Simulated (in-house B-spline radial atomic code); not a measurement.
Whole-atom quantities along the 9-electron series, configuration 1s2 2s2 2p1/2(2) 2p3/2(3). Breit and QED terms are first order and not part of the total energy; the density at the nucleus is averaged over the nuclear charge. Computed with an all-electron radial atomic-structure program (B-spline basis): Dirac-Hartree-Fock, jj configuration that fills j = l - 1/2 first, finite nuclei.

```tsv
ion	Z	E/Z² (Eh)	Σ<r²> (bohr²)	n(0)/Z³ (bohr⁻³)	Lamb diamagnetic shielding (ppm)	repulsion over attraction	Breit energy (eV)	self-energy (eV)	vacuum polarisation (eV)
Zr31+	40	-1.7373	0.17483	1.1225	2636.32	0.045353	44.66	40.709	-4.4726
Nb32+	41	-1.7431	0.16521	1.1485	2711.23	0.044256	48.32	44.334	-4.9534
Mo33+	42	-1.7489	0.15634	1.1746	2786.62	0.043207	52.179	48.185	-5.4738
Tc34+	43	-1.7546	0.14813	1.2043	2862.51	0.042205	56.244	52.271	-6.0365
Ru35+	44	-1.7601	0.14054	1.233	2938.91	0.041245	60.521	56.602	-6.6437
Rh36+	45	-1.7656	0.13348	1.2649	3015.86	0.040326	65.016	61.187	-7.2986
Pd37+	46	-1.771	0.12693	1.2972	3093.36	0.039444	69.735	66.036	-8.0038
Ag38+	47	-1.7763	0.12082	1.3318	3171.43	0.038597	74.685	71.159	-8.7624
Cd39+	48	-1.7816	0.11512	1.3658	3250.1	0.037784	79.871	76.567	-9.5772
In40+	49	-1.7868	0.1098	1.4037	3329.39	0.037002	85.302	82.27	-10.452
Sn41+	50	-1.792	0.10481	1.442	3409.33	0.036249	90.982	88.281	-11.39
Sb42+	51	?	?	?	?	?	?	?	?
Te43+	52	-1.8022	0.095761	1.5224	3571.2	0.034825	103.12	101.27	-13.472
I44+	53	-1.8073	0.091643	1.5673	3653.19	0.034151	109.59	108.27	-14.624
Xe45+	54	-1.8123	0.087768	1.6126	3735.92	0.0335	116.34	115.63	-15.854
Cs46+	55	-1.8174	0.084118	1.661	3819.41	0.032871	123.38	123.35	-17.169
Ba47+	56	-1.8224	0.080675	1.7105	3903.7	0.032263	130.71	131.46	-18.573
La48+	57	-1.8275	0.077425	1.7635	3988.8	0.031675	138.33	139.97	-20.071
Ce49+	58	-1.8325	0.074352	1.8185	4074.75	0.031106	146.27	148.89	-21.669
Pr50+	59	-1.8376	0.071445	1.8766	4161.58	0.030554	154.52	158.24	-23.372
Nd51+	60	-1.8426	0.068691	1.937	4249.32	0.030019	163.1	168.03	-25.186
Pm52+	61	-1.8477	0.066081	1.9975	4337.99	0.029501	172.01	178.28	-27.116
Sm53+	62	-1.8528	0.063603	2.0538	4427.62	0.028998	181.26	189.01	-29.166
Eu54+	63	?	?	?	?	?	?	?	?
Gd55+	64	?	?	?	?	?	?	?	?
Tb56+	65	-1.8683	0.056884	2.2791	4702.85	0.027573	211.14	224.25	-36.158
```

Problem. Fill in the row of Sb42+.

Solution. E/Z² (Eh): -1.7971; Σ<r²> (bohr²): 0.10014; n(0)/Z³ (bohr⁻³): 1.4822; Lamb diamagnetic shielding (ppm): 3489.92; repulsion over attraction: 0.035524; Breit energy (eV): 96.919; self-energy (eV): 94.61; vacuum polarisation (eV): -12.396.

Problem. Fill in the row of Eu54+.

Solution. E/Z² (Eh): -1.8579; Σ<r²> (bohr²): 0.06125; n(0)/Z³ (bohr⁻³): 2.1213; Lamb diamagnetic shielding (ppm): 4518.28; repulsion over attraction: 0.02851; Breit energy (eV): 190.86; self-energy (eV): 200.23; vacuum polarisation (eV): -31.352.

Problem. Fill in the row of Gd55+.

Solution. E/Z² (Eh): -1.8631; Σ<r²> (bohr²): 0.059013; n(0)/Z³ (bohr⁻³): 2.1904; Lamb diamagnetic shielding (ppm): 4609.99; repulsion over attraction: 0.028035; Breit energy (eV): 200.81; self-energy (eV): 211.97; vacuum polarisation (eV): -33.676.

Problem. With what power of Z does the column «Breit energy (eV)» change over this range?

Solution. A fit of the logarithm of its size against log Z from Z = 40 to 65 has slope 3.20.
